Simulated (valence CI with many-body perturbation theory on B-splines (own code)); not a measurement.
**Basis-set convergence for Sn¹⁰⁺**

Calculated by relativistic CI+MBPT: four valence electrons over a frozen Dirac-Fock core [Kr], a basis of 7 s, 7 p, 8 d, 6 f, 4 g, 1 h functions for each j, with the one-electron correlation potential Σ1 (screened to all orders), the two-electron term Σ2, the three-electron term Σ3, Breit, model QED; selected single and double excitations, second order for the rest, scaled by the run's own slope (own B-spline code, finite nucleus).

No measured spectrum was set against this ion. As an estimate, terms of the open shell hold to 2 to 4 % of their energy, and close levels can change places. Only levels of the ground parity were solved; by the run's estimate the other parity begins above the list, which can be wrong where configurations are misplaced.

The reference run has the lowest level 4d4 5D_0 and an ionisation energy of 208.366 eV. Its largest variational space holds 19984 state functions.

Names give the largest LS component (configuration and term), which can be under half, so a name can repeat, a term be missing and a line seem to break the LS rules; names also repeat where a configuration has a term twice. Letters in brackets count levels of one name in rising energy.

Changed runs:
A. basis 6 s, 6 p, 5 d, 5 f, 1 g
B. basis 5 s, 5 p, 4 d, 4 f

Excitation energies of the reference run in cm⁻¹, and shifts in cm⁻¹:

```csv
Level,Reference,A,B
4d4 5D_1,3008,-42,-94
4d4 5D_2,6531,-61,-133
4d4 5D_3,9980,-60,-119
4d4 5D_4,13204,-39,-59
4d4 3P_0 [a],27046,+301,+817
4d4 3H_4,28583,+225,+910
4d4 3H_5,33908,+195,+914
4d4 3G_3,34314,+239,+988
4d4 3P_1 [a],35515,+292,+958
4d4 3F_2 [a],36341,+290,+1046
4d4 3H_6,36815,+211,+964
4d4 3F_4 [a],39727,+213,+920
Ionisation energy (eV),208.366,-0.045,-0.101
```
